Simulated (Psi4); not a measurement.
Cl₃Ga (SMILES [Cl][Ga]([Cl])[Cl]), singlet, geometry from GFN2-xTB (such geometries of metal compounds can be far from the true shape). Base run: B3LYP/3-21G run with Psi4 1.11.

Here is a job for Psi4.
```
memory 2 GB

molecule {
0 1
Ga    0.00000000    0.00000000   -0.00000000
Cl   -1.75999983   -1.10581726   -0.20820478
Cl    0.10032532    1.95214694   -0.73677512
Cl    1.65967451   -0.84632969    0.94497990
}

set {
  basis 3-21g
}

energy('b3lyp')
print_variables()
```

Variants of this job, named by their change:

```tsv
change	basis functions	E (Eh)
base	62	-3289.62800
basis = cc-pVDZ-DK; relativity = spin-free X2C (with scf_type pk)	81	-3328.90184
basis = cc-pVTZ-DK; relativity = spin-free X2C (with scf_type pk)	145	-3329.05623
basis = cc-pVDZ-DK; relativity = none (with scf_type pk)	81	-3294.74108
basis = cc-pVTZ-DK; relativity = none (with scf_type pk)	145	-3293.73332
```

Totals shift with the method and basis; they matter in differences.

Basis sets contracted for a relativistic Hamiltonian are a mismatch without it, so the rows without relativity aren't non-relativistic limits. No row has spin-orbit coupling; sets with core potentials leave out the core electrons.
